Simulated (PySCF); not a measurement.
C₃H₇FOSi, SMILES O=C([Si@H](F)C)C.

Geometry optimised at B3LYP-D3(BJ)/def2-SVP. The structure was generated by enumeration; whether it is a known compound was not checked. The values are those of a single conformer.

Calculation: SMD-PBE0/6-31G* (PySCF).

Solvation free energies are E(SMD) − E(gas) at the gas-phase geometry, for 1 M in both phases. In vacuum the dipole moment is 0.97 D.

Computed solvation free energies in water, benzene, chlorobenzene:
```
solvent        ΔG(solv) (kcal/mol)  its non-electrostatic (CDS) part  dipole (D)
-------------  -------------------  --------------------------------  ----------
water                         -1.6                               5.3        1.58
benzene                       -3.5                              -1.3        1.09
chlorobenzene                 -4.5                              -0.8        1.18
```
